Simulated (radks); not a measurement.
Radial electron density D(r) = 4 pi r^2 rho(r) of an atom or ion with 11 electrons. Method: Dirac Kohn-Sham, B86b exchange with PBE correlation, spin-unpolarised, spherical densities, point nucleus; computed with a radial shooting solver on a logarithmic mesh with Libxc functionals.

```
   r/bohr * D(r) (the largest magnitude, 13.3, reaches the edge; | marks zero)
  0.01259 |      *
    0.016 |         *
   0.0205 |              *
  0.02628 |                    *
   0.0334 |                            *
   0.0428 |                                     *
  0.05441 |                                             *
  0.06973 |                                                    *
  0.08936 |                                                      *
   0.1136 |                                                   *
   0.1456 |                                          *
   0.1851 |                                  *
   0.2371 |                              *
   0.3039 |                                 *
   0.3863 |                                        *
    0.495 |                                             *
   0.6293 |                                        *
   0.8064 |                             *
    1.033 |               *
    1.314 |      *
    1.684 |  *
     2.14 | *
    2.743 | *
    3.514 |*
    4.468 *
    5.725 *
    7.278 *
```

What is the nuclear charge?

Answer. Z = 12. The innermost maximum, from 1s, lies near gamma/Z bohr with gamma = sqrt(1 - (Z/c)^2) = 0.996, here 0.083 bohr (found: 0.0872), and its height grows with Z. The density is that of the magnesium ion Mg+ in [Ne] 3s1; the configuration itself is not fixed sharply by these data, and Z only to about a unit. D(r) has 2 maxima, at r = 0.0872, 0.499 bohr, and minima at 0.239 bohr, inside which lie 2.21 electrons.
